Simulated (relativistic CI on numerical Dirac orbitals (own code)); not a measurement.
**Hyperfine structure of P V, mass number 31**

Computed by Dirac-Coulomb-Breit CI, orbitals from a KLI potential per configuration, a model potential for QED, valence Slater integrals scaled by 0.85, P86 correlation energy added to each configuration (own radial code, finite nucleus).

CI space (outside the closed core [Ne]): 3s, 3p, 3d, 4s, 4p, 4d, 4f, 5s, 5p, 5d, 5f, 5g, 6s, 6p, 6d. Levels of other configurations are missing.

Nuclear spin I = 1/2, μ = 1.13093 μN (tables of Stone and Pyykkö). The electronic factors are computed for point nuclear moments, without core polarisation; leaving it out makes A of s and p electrons in near-neutral atoms 20 to 40 % too small, and it can dominate for d and f shells.

| Level | E (eV) | A (MHz) |
| --- | --- | --- |
| 3s ²S1/2 | 0.0000 | 17900 |
| 3p ²P°1/2 | 10.9683 | 4252 |
| 3p ²P°3/2 | 11.0642 | 835.1 |
| 3d ²D5/2 | 25.2428 | 75.15 |
| 3d ²D3/2 | 25.2433 | 175.5 |
| 4s ²S1/2 | 33.5882 | 6419 |
| 4p ²P°1/2 | 37.4819 | 1667 |
| 4p ²P°3/2 | 37.5157 | 327.6 |

Levels with J = 0, under 50 % of one LS term, or S terms without an open s electron are left out. Small factors come from cancelling terms and can be off by tens of per cent or more.

At this charge configurations can still be misplaced by up to about 7 % of their energy. 11 of the 11 excited levels that our extract of the measured tables holds in this range could be paired (the sources list more); they are missed by 1859 cm⁻¹ on average and 2501 at most, and levels without a partner can miss by more.

Question: Give the hyperfine levels of 3s ²S1/2 relative to its centre of gravity.

Answer: With K = F(F + 1) − I(I + 1) − J(J + 1), E = AK/2: F = 0: -13430, F = 1: 4475 MHz.
